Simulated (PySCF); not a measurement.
Run record: geometry optimisation, [HfF7]3- (`[F][Hf-3]([F])([F])([F])([F])([F])[F]`).

Computed with PBE0-D3(BJ)/def2-SVP geometry optimisation, gas phase, def2 core potentials past Kr (PySCF 2.14.0). Start geometry: GFN2-xTB. The input is one job of a driver script: a line of settings, then coordinates in Å.

Input:
```
{"job": {"xc": "PBE0", "basis": "def2-SVP", "d3": "d3bj", "grid": 1, "maxiter": 40, "kind": "geom"}, "charge": -3, "multiplicity": 1}
Hf     0.006310     0.010270    -0.003020
F     -0.163200    -0.357340     2.049720
F     -0.186220    -0.170050    -2.087060
F      2.010510     0.264080     0.681100
F      0.695200     1.895320    -0.770100
F     -1.488830     1.411350     0.508320
F     -1.738920    -1.164670    -0.103260
F      0.865160    -1.888970    -0.275700
```

Output:
```
step   0  E = -745.87436490  max force = 0.009717
step   1  E = -745.87522264  max force = 0.004845
step   2  E = -745.87381848  max force = 0.006677
step   3  E = -745.87509957  max force = 0.004439
step   4  E = -745.87543673  max force = 0.002806
step   5  E = -745.87540520  max force = 0.002445
step   6  E = -745.87557803  max force = 0.001353
step   7  E = -745.87562112  max force = 0.001491
step   8  E = -745.87563321  max force = 0.002857
step   9  E = -745.87572466  max force = 0.001873
step  10  E = -745.87576330  max force = 0.001786
step  11  E = -745.87587613  max force = 0.000846
step  12  E = -745.87601211  max force = 0.001153
step  13  E = -745.87609901  max force = 0.000869
step  14  E = -745.87612752  max force = 0.000684
step  15  E = -745.87613986  max force = 0.000262
optimisation converged
```

Energies in Eh; «max force» is the largest Cartesian gradient component in Eh/bohr.

At which steps does the energy rise by more than 1e-5 Eh?

At steps 2 (+1.40 mEh) and 5 (+0.03 mEh).

How much energy does the optimisation release, in kJ/mol?

E(step 0) − E(last step) = 0.001775 Eh, which is 4.7 kJ/mol.

Main results: final energy -745.87614 Eh after 15 steps.

Where do the atoms end?

0.064 Å rms from the input after alignment:
```
atom  x, y, z in Å
Hf1    0.0155    0.0279   -0.0058
F2    -0.1897   -0.5976    1.9768
F3    -0.1548   -0.0340   -2.0881
F4     1.9782    0.1840    0.7144
F5     0.7137    1.9056   -0.6508
F6    -1.3922    1.4109    0.6881
F7    -1.7741   -1.0286   -0.2406
F8     0.8034   -1.8683   -0.3940
```

The ion is multiply charged and computed in the gas phase, without counter-ions or solvent; whether it holds all its electrons wasn't checked.

Hardware: one thread of an Arm Neoverse V1, on a shared host. Cost: 3.0 min wall.
Labels such as C1 count atoms from 1, the log's own numbers from 0.
